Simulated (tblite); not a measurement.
Species: C5H10ClNSi.
SMILES with atom numbers: `[CH2:1]=[CH:2][CH2:3][Si@H:4]([Cl:5])/[N:6]=[CH:7]\[CH3:8]` (hydrogens: H9, H10 on C1; H11 on C2; H12, H13 on C3; H14 on Si4; H15 on C7; H16, H17, H18 on C8)

Structure optimised with GFN2-xTB, isolated species.

Entries marked ? are missing. Bonds in one row agree within 0.01 Å.

| coordinate | value |
| --- | --- |
| C1=C2 | ? |
| C2–C3 | 1.486 Å |
| C3–Si4 | ? |
| Si4–Cl5 | 2.021 Å |
| Si4–N6 | 1.712 Å |
| N6=C7 | 1.251 Å |
| C7–C8 | ? |
| C1–H9 | 1.077 Å |
| C1–H10 | 1.078 Å |
| C2–H11 | 1.083 Å |
| C3–H12 | 1.090 Å |
| C3–H13 | 1.091 Å |
| Si4–H14 | 1.466 Å |
| C7–H15 | 1.093 Å |
| C8–H16, C8–H17, C8–H18 | 1.088 Å |
| C1–C2–C3 | 124.7° |
| C2–C3–Si4 | ? |
| C3–Si4–Cl5 | 110.4° |
| C3–Si4–N6 | ? |
| Cl5–Si4–N6 | 103.4° |
| Si4–N6–C7 | ? |
| N6–C7–C8 | 127.9° |

Estimate the withheld lengths and angles.

- C1=C2 = 1.321 Å, drawn double (terminal =CH2 carbon to alkene CH carbon); 0.14 Å below the sum of covalent radii, 1.46 Å.
- C3–Si4 = 1.908 Å, drawn single (sp3 carbon bound to silicon to chlorine-bound silicon); 0.04 Å above the sum of covalent radii, 1.87 Å.
- C7–C8 = 1.489 Å, drawn single (C=N carbon to methyl carbon); equal to the sum of covalent radii, 1.49 Å.
- C2–C3–Si4 = 111.3°, at the sp3 carbon bound to silicon; the outer atoms are 2.812 Å apart.
- C3–Si4–N6 = 104.7°, at the chlorine-bound silicon; the outer atoms are 2.869 Å apart.
- Si4–N6–C7 = 138.7°, at the C=N nitrogen; the outer atoms are 2.777 Å apart.

Radii are Cordero's, carbon taken as 0.76, 0.73 or 0.69 Å for four, three, and two or fewer neighbours.

Its GFN2-xTB frequencies are all real (lowest 23 cm⁻¹). The numbers are those of one conformer (C1–C2–C3–Si4 109°, C2–C3–Si4–Cl5 -178°, C3–Si4–N6–C7 -113°).

Time: 1.2 s. Hardware: AMD EPYC 9R45, one thread, no GPU (shared host). That covers the optimisation of the geometry.

All values are computed, not measured.
